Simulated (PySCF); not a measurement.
# PrF: frontier orbitals

ωB97X at R = 2.078 Å; basis Pr x2c-TZVPall, F x2c-TZVPall; spin-free X2C with a Gaussian nucleus; PySCF 2.14. State: quintet, about 2.9 electrons in the 4f shell (Mulliken), real f orbitals that mix terms. Only the outer orbitals are listed, counted within each symmetry.

| spin | orbital | occ. | ε (eV) | on Pr (%) | main shells (%) |
| --- | --- | --- | --- | --- | --- |
| α | 7π | 1 | -12.62 | 7 | 93 F p |
| α | 7π | 1 | -12.62 | 7 | 93 F p |
| α | 14σ | 1 | -12.49 | 14 | 86 F p |
| α | 1φ | 1 | -6.20 | 100 | 99 Pr f |
| α | 3δ | 1 | -6.16 | 100 | 98 Pr f |
| α | 15σ | 1 | -5.80 | 100 | 86 Pr f, 14 Pr d |
| α | 16σ | 1 | -4.83 | 100 | 89 Pr s |
| α | 8π | 0 | 0.61 | 100 | 86 Pr p, 14 Pr d |
| α | 8π | 0 | 0.62 | 100 | 86 Pr p, 14 Pr d |
| α | 17σ | 0 | 1.10 | 99 | 56 Pr p, 38 Pr d |
| β | 7π | 1 | -12.64 | 6 | 94 F p |
| β | 7π | 1 | -12.64 | 6 | 94 F p |
| β | 14σ | 1 | -12.39 | 14 | 86 F p |
| β | 15σ | 0 | 1.58 | 102 | 92 Pr s |
| β | 3δ | 0 | 2.60 | 100 | 100 Pr d |
| β | 3δ | 0 | 2.65 | 100 | 100 Pr d |

Problem. Which are the highest filled and the lowest empty level, where do they sit, and how wide is the gap?

Solution. Highest filled α 16σ at -4.83 eV (in %: 89 Pr s); lowest empty α 8π at 0.61 eV (in %: 86 Pr p, 14 Pr d); the gap at ωB97X is 5.44 eV. An empty level above zero is unbound, and its energy depends on the basis.

```
bond order (Mayer)                              : 0.80
⟨S²⟩                                            : 6.002
charge on Pr (Mulliken, basis-dependent)        : 0.53
charge on Pr (Löwdin, basis-dependent)          : 0.32
dipole moment (positive dipole means Pr(−)F(+)) : -2.56 D
```

Shares are Mulliken populations and can fall outside 0 to 100 %.

Spin–orbit coupling is left out. The state is the lowest single determinant that the PBE0 search found; with open d or f shells the true ground state can be another one.
